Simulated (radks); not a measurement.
Trend from Be2+ to Ne2+: ionisation energy by Delta-SCF between NIST ground configurations, and size. Method: scalar-relativistic Kohn-Sham, PBEsol, spin-polarised, spherical densities, finite nucleus; open shells are filled with parallel spins first; Fermi nuclear charge, rms radius of each element as measured or else 0.836 A^(1/3) + 0.57 fm; computed with a radial shooting solver on a logarithmic mesh with Libxc functionals.

Be2+: configuration [He]; configuration of the ion 1s1; IE (eV) 152.50; NIST (eV) 153.90; kind theory; -e(HOMO) (eV) 131.39 (1s); outermost 1s; <r> outermost (bohr) 0.419
B2+: configuration [He] 2s1; configuration of the ion [He]; IE (eV) 37.996; NIST (eV) 37.931; kind exp.; -e(HOMO) (eV) 32.469 (2s); outermost 2s; <r> outermost (bohr) 1.63
C2+: configuration [He] 2s2; configuration of the ion [He] 2s1; IE (eV) 46.845; NIST (eV) 47.888; kind exp.; -e(HOMO) (eV) 40.178 (2s); outermost 2s; <r> outermost (bohr) 1.36
N2+: configuration [He] 2s2 2p1; configuration of the ion [He] 2s2; IE (eV) 47.494; NIST (eV) 47.445; kind semi-emp.; -e(HOMO) (eV) 38.412 (2p); outermost 2s; <r> outermost (bohr) 1.18
O2+: configuration [He] 2s2 2p2; configuration of the ion [He] 2s2 2p1; IE (eV) 55.365; NIST (eV) 54.936; kind semi-emp.; -e(HOMO) (eV) 44.979 (2p); outermost 2s; <r> outermost (bohr) 1.05
F2+: configuration [He] 2s2 2p3; configuration of the ion [He] 2s2 2p2; IE (eV) 62.993; NIST (eV) 62.708; kind semi-emp.; -e(HOMO) (eV) 51.458 (2p); outermost 2s; <r> outermost (bohr) 0.939
Ne2+: configuration [He] 2s2 2p4; configuration of the ion [He] 2s2 2p3; IE (eV) 63.070; NIST (eV) 63.423; kind exp.; -e(HOMO) (eV) 51.825 (2p); outermost 2s; <r> outermost (bohr) 0.839

Reference values: NIST Atomic Spectra Database (exp. = measured, semi-emp. = semi-empirical, theory = theoretical value adopted there). Open shells are spherical and high-spin; term and fine-structure splittings are not resolved.
